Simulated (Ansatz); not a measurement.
Reactions of C3H5BO (`BC1OC1=C`).

Gas-phase electronic energies from Ansatz, PBE0-D4/def2-TZVP geometries. CBS: MP2 limit from def2 TZ/QZ plus the TZ coupled-cluster correction, frozen cores. For Ga, Ge outer-core shells are correlated without core-valence functions, which leaves a few kJ/mol of doubt a bond. Scalar relativity is left out up to krypton. Each species was taken in one conformer, which may not be the lowest.

```
                                                         reaction  MP2/CBS(def2) (kJ/mol)  CCSD(T)/CBS(def2) (kJ/mol)
 `BC1OC1=C` + `[CH2]1[NH][AlH]1` → `B[N]1[CH2][AlH]1` + `C=C1CO1`                    -123                        -122
`BC1OC1=C` + `[CH3][GeH2][CH3]` → `B[CH2][GeH2][CH3]` + `C=C1CO1`                      -8                          -8
            `BC1OC1=C` + `N[SiH]1CN1` → `BN[SiH]1CN1` + `C=C1CO1`                    -119                        -121
    `BC1OC1=C` + `O[SiH2]S[SiH3]` → `BO[SiH2]S[SiH3]` + `C=C1CO1`                    -116                        -118
             `BC1OC1=C` + `[OH][GaH2]` → `B[O][GaH2]` + `C=C1CO1`                    -113                        -116
```

Largest T1 diagnostic: 0.016, for `B[O][GaH2]`.
